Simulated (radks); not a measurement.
Results of a calculation; reference values are marked as such.
Valence configurations of Bi+. Level of theory: Dirac Kohn-Sham, PBEsol, spin-unpolarised, spherical densities, finite nucleus; open shells fill j = l - 1/2 first; Fermi nuclear charge, rms radius 5.5211 fm (a radial shooting solver on a logarithmic mesh with Libxc functionals). Energies are relative to [Hg] 6p2; eigenvalues in eV.

valence                     E (eV)  e(4f5/2)  e(4f7/2)  e(5d3/2)  e(5d5/2)  e(6p1/2)
[Hg] 6p2                     0.000   -162.26   -156.76   -35.886   -32.882   -12.597
[Xe] 4f14 5d9 6s2 6p3       24.243   -168.78   -163.29   -40.841   -37.701   -14.383
[Xe] 4f14 5d10 6s1.5 6p2.5   5.576   -163.30   -157.81   -36.858   -33.841   -13.130
[Xe] 4f13 5d10 6s2 6p3      155.84   -182.86   -177.22   -42.885   -39.555   -14.516
[Xe] 4f13.5 5d10 6s2 6p2.5  75.554   -172.48   -166.91   -39.364   -36.197   -13.566
[Xe] 4f14 5d10 6s1 6p3      11.244   -164.32   -158.83   -37.802   -34.774   -13.641
[Xe] 4f14 5d9.5 6s1.5 6p3   17.521   -166.53   -161.04   -39.315   -36.231   -14.012
[Xe] 4f14 5d9 6s1 6p4       36.458   -170.75   -165.25   -42.635   -39.471   -15.333
[Xe] 4f14 5d10 6p4          22.845   -166.29   -160.80   -39.620   -36.567   -14.603

NIST lists [Hg] 6p2 as the ground configuration; this level of theory agrees among the configurations tried. The energies are those of spherical spin-averaged densities, not of single terms.
